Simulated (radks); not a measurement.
Question: The mean radii <r> (bohr) of the occupied orbitals of an atom or ion are listed with their occupations. Calculated with a radial shooting solver on a logarithmic mesh with Libxc functionals: Dirac Kohn-Sham, Wu-Cohen GGA, spin-unpolarised, spherical densities, finite nucleus; Fermi nuclear charge, rms radius of each element as measured or else 0.836 A^(1/3) + 0.57 fm.

orbital  occ.      <r>
1s1/2       2  0.04276
2s1/2       2   0.1893
2p1/2       2   0.1628
2p3/2       4   0.1667
3s1/2       2   0.5516
3p1/2       2   0.5572
3p3/2       4   0.5677
3d3/2       4   0.5883
3d5/2       6   0.5924
4s1/2       2    1.674
4p1/2       2    2.068
4p3/2       3    2.117

Name the element and its charge. Open shells, if any, fill j = l - 1/2 first.

Answer: Z = 35, bromine, charge 0: Br in [Ar] 3d10 4s2 4p5. The 1s radius gives Z: for a bare nucleus <r> = (2 gamma + 1)/(2Z) with gamma = sqrt(1 - (Z/c)^2), 0.04191 bohr for Z = 35, and screening makes it slightly larger (0.04276 here). The occupations add up to 35, and the charge is Z minus that.
